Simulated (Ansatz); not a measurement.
Mulliken charges of `C[SiH2][GaH][Cl]` from PBE/def2-TZVPP in Ansatz (PBE0-D4/def2-TZVP geometry).

```
atom   x (Å)   y (Å)   z (Å)  charge (e)
  C1   0.017   1.606   0.536      -0.359
 Si2  -0.586   0.117  -0.435       0.087
 Ga3   0.706  -1.875  -0.041       0.328
 Cl4   0.032  -3.610  -1.145      -0.275
  H5  -0.026   1.417   1.610       0.111
  H6  -0.603   2.479   0.320       0.114
  H7   1.049   1.851   0.277       0.111
  H8  -2.001  -0.194  -0.084      -0.040
  H9  -0.539   0.395  -1.898      -0.040
 H10   1.952  -2.186   0.860      -0.038
```

Problem. By hand: the dipole of these point charges (1 e Å = 4.8032 D).

Solution. Σ q r = (0.238, 0.532, 0.364) e Å, of length 0.687 e Å = 3.30 D.

Problem. How does the dipole of the full density compare? (Estimate.)

Solution. Ansatz gave: (0.095, 0.577, 0.264) e Å, 3.08 D; the point charges give 1.07 times that, at 15° from its direction.

Point charges leave out the atoms' own dipoles, such as those of lone pairs, and Mulliken's split depends on the basis, so the close match here is no proof of good charges.
